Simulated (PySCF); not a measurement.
Si(H)(Br)(Me)(vinyl) (C3H7BrSi), SMILES C=C[SiH](Br)C.

Geometry optimised at PBE0-D3(BJ)/def2-SVP. The values are those of a single conformer.

Calculation: PySCF with TDDFT-PBE/def2-SVPD.

Vertical excitations. 

Computed UV-visible absorptions:
```json
[
 {"state": "S1", "energy (eV)": "5.28", "λ (nm)": "235", "f": "0.011", "main pairs": "HOMO→LUMO 79 %, HOMO−2→LUMO 19 %"},
 {"state": "S2", "energy (eV)": "5.37", "λ (nm)": "231", "f": "0.001", "main pairs": "HOMO−1→LUMO 97 %"},
 {"state": "S3", "energy (eV)": "6.25", "λ (nm)": "199", "f": "0.012", "main pairs": "HOMO→LUMO+1 81 %, HOMO−2→LUMO+1 18 %"},
 {"state": "S4", "energy (eV)": "6.38", "λ (nm)": "194", "f": "0.005", "main pairs": "HOMO−2→LUMO+1 50 %, HOMO−3→LUMO 33 %, HOMO→LUMO+1 11 %"},
 {"state": "S5", "energy (eV)": "6.42", "λ (nm)": "193", "f": "0.012", "main pairs": "HOMO−1→LUMO+1 91 %"},
 {"state": "S6", "energy (eV)": "6.44", "λ (nm)": "193", "f": "0.009", "main pairs": "HOMO−3→LUMO 58 %, HOMO−2→LUMO+1 31 %"},
 {"state": "S7", "energy (eV)": "6.61", "λ (nm)": "188", "f": "0.229", "main pairs": "HOMO−2→LUMO 47 %, HOMO−5→LUMO 17 %, HOMO→LUMO 13 %"},
 {"state": "S8", "energy (eV)": "6.93", "λ (nm)": "179", "f": "0.019", "main pairs": "HOMO→LUMO+2 83 %, HOMO−4→LUMO 15 %"},
 {"state": "S9", "energy (eV)": "6.97", "λ (nm)": "178", "f": "0.011", "main pairs": "HOMO−4→LUMO 71 %, HOMO−5→LUMO 14 %"},
 {"state": "S10", "energy (eV)": "7.02", "λ (nm)": "177", "f": "0.033", "main pairs": "HOMO−1→LUMO+2 96 %"},
 {"state": "T1", "energy (eV)": "4.32", "λ (nm)": "287", "f": "0", "main pairs": "HOMO−2→LUMO 70 %, HOMO→LUMO 26 %"},
 {"state": "T2", "energy (eV)": "5.22", "λ (nm)": "238", "f": "0", "main pairs": "HOMO→LUMO 72 %, HOMO−2→LUMO 27 %"},
 {"state": "T3", "energy (eV)": "5.25", "λ (nm)": "236", "f": "0", "main pairs": "HOMO−1→LUMO 96 %"},
 {"state": "T4", "energy (eV)": "5.95", "λ (nm)": "209", "f": "0", "main pairs": "HOMO−3→LUMO 97 %"}
]
```
Triplets are in the Tamm–Dancoff approximation, which puts them higher than full response would, so one can lie above its singlet here.
